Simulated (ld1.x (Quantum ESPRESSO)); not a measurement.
Tc (Z = 43): excitation energies, all-electron against TM

ld1.x (Quantum ESPRESSO) 7.5 input, shortened:

```
&input
   title='Tc', zed=43., rel=2, dft='PZ', iswitch=3,
   config='[Kr] 4d4 5s0 5p0', rel_dist='average'
 /
 &inputp
   pseudotype=2, tm=.true., lloc=-2, rcloc=1.50,
   nlcc=.false.
 /
3
5S  1  0   0.00   0.00  2.35  2.35  0.0
5P  2  1   0.00   0.00  2.95  2.95  0.0
4D  3  2   4.00   0.00  1.35  1.35  0.0
 &test
   configts(1)='4d4 5s0 5p0'
 /
```

Open shells are filled in proportion to 2j + 1 (rel_dist='average').

Energies are relative to the spin-unpolarised reference configuration 4d4 5s0 5p0; without spin polarisation the order of configurations can differ from experiment. Not all tests gave a result: 2 of 7 tests not solved or not reliable. Left out of the table: 4d5 5s1 5p1 (solver errors, printed error -2.3 eV); 4d4 5s2 5p1 (pseudo-atom not self-consistent, printed error +1.3 eV). The frozen-core shift is the all-electron ΔE with the core orbitals held at their reference shape minus the fully relaxed ΔE.

(1) Give the all-electron excitation energy and the error of the potential for: 4d5 5s2 5p0; 4d5 5s1 5p0; 4d5 5s0 5p0; 4d4 5s2 5p0; 4d5 5s1.5 5p0.

Levels in the configuration 4d5 5s0 5p0:

```tsv
level	all-electron (eV)	pseudo (eV)
4d j=3/2	-22.920	-22.878
4d j=5/2	-22.610	-22.572
```

Note: ghost states, extra bound levels that the all-electron valence spectrum of the same l lacks: s at -60.7 eV, p3/2 at -17.0 eV, p1/2 at -14.8 eV. A true bound ghost makes a file unfit for plane-wave use.

Results:

(1)

```csv
valence configuration,charge,ΔE all-electron (eV),error AE − PS (meV),frozen-core shift (meV)
4d5 5s2 5p0,0,-52.559,+177,+175
4d5 5s1 5p0,+1,-44.127,+87,+170
4d5 5s0 5p0,+2,-28.925,-24,+144
4d4 5s2 5p0,+1,-40.759,+145,+27
4d5 5s1.5 5p0,+0.5,-49.152,+136,+175
```
